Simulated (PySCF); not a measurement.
C5H6FNOSe.
Atom-mapped SMILES: `[N:1]#[C:2][C@:3]1([F:4])[CH2:5][Se:6][CH2:7][CH2:8][O:9]1` (hydrogens: H10, H11 on C5; H12, H13 on C7; H14, H15 on C8)

Computed with PBE0-D3(BJ)/def2-SVP geometry optimisation, gas phase (PySCF 2.14.0).

(1) What internal coordinates does the optimisation give?

## Answers

(1) 
```json
{"bond": "N1≡C2", "length (Å)": "1.156"}
{"bond": "C2–C3", "length (Å)": "1.494"}
{"bond": "C3–F4", "length (Å)": "1.358"}
{"bond": "C3–C5", "length (Å)": "1.521"}
{"bond": "C5–Se6", "length (Å)": "1.947"}
{"bond": "Se6–C7", "length (Å)": "1.951"}
{"bond": "C7–C8", "length (Å)": "1.514"}
{"bond": "C8–O9", "length (Å)": "1.415"}
{"bond": "C3–O9", "length (Å)": "1.380"}
{"bond": "C5–H10", "length (Å)": "1.098"}
{"bond": "C5–H11", "length (Å)": "1.100"}
{"bond": "C7–H12", "length (Å)": "1.100"}
{"bond": "C7–H13", "length (Å)": "1.100"}
{"bond": "C8–H14", "length (Å)": "1.100"}
{"bond": "C8–H15", "length (Å)": "1.106"}
```

A selection of angles:
```json
{"angle": "N1–C2–C3", "degrees": "178.5"}
{"angle": "C2–C3–F4", "degrees": "107.4"}
{"angle": "C2–C3–C5", "degrees": "111.7"}
{"angle": "C2–C3–O9", "degrees": "110.9"}
{"angle": "F4–C3–C5", "degrees": "108.3"}
{"angle": "F4–C3–O9", "degrees": "105.2"}
{"angle": "C5–C3–O9", "degrees": "113.0"}
{"angle": "C3–C5–Se6", "degrees": "111.6"}
{"angle": "C5–Se6–C7", "degrees": "93.2"}
{"angle": "Se6–C7–C8", "degrees": "111.1"}
{"angle": "C7–C8–O9", "degrees": "112.6"}
{"angle": "C3–O9–C8", "degrees": "117.5"}
```

Torsions: C2–C3–C5–Se6 -65° (synclinal); C3–C5–Se6–C7 -50° (synclinal); C5–Se6–C7–C8 50° (synclinal); Se6–C7–C8–O9 -61° (synclinal); C7–C8–O9–C3 68° (synclinal); C2–C3–O9–C8 59° (synclinal).

The C–O distances run from 1.380 Å (C3–O9, drawn single) to 1.415 Å (C8–O9, drawn single), a spread of 0.035 Å. Of the pairs four or more bonds apart, C2···H15 is among the closest relative to their van der Waals radii: 2.53 Å, 87 % of the sum of Bondi's values. The 6-membered ring C3–C5–Se6–C7–C8–O9 has internal angles of 93.2° to 117.5° (sum 659°, against 720° for a flat polygon); it is puckered, 0.26 Å rms from its mean plane, widest ring torsion 68°. O9 (cyclic ether oxygen) is bent (angle 117.5°). The 3 C–C bonds span 1.494 Å (C2–C3, drawn single) to 1.521 Å (C3–C5, drawn single), a spread of 0.027 Å.

Point group: C1 (no symmetry element, even within 0.4 Å). No PBE0-D3(BJ)/def2-SVP frequencies stand behind this structure, so it isn't proved a minimum. One conformer, not necessarily the lowest.

Time: 2.0 min of wall time. Hardware: Arm Neoverse V2, one thread (shared host). This is the geometry optimisation.
